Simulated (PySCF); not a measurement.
B3LYP has the VWN-RPA correlation part, as in Gaussian. 

Cartesian coordinates (Å):
```xyz
6

O     -1.1966    -0.9092     0.0146
Al    -0.0079     0.2840     0.0023
O      1.6202    -0.1337     0.0140
Br    -0.5381     2.4601    -0.0315
H     -2.1326    -0.7162     0.0085
H      1.9142    -1.0436     0.0268
```
Charge 0, spin multiplicity 1.

Q: What HOMO–LUMO gap, HOMO and dipole moment does B3LYP-D3(BJ)/def2-TZVP // PBE0-D4/def2-TZVP (PySCF) give?

A: 
- HOMO–LUMO gap = 7.25 eV
- HOMO = -8.35 eV
- dipole moment = 1.74 D
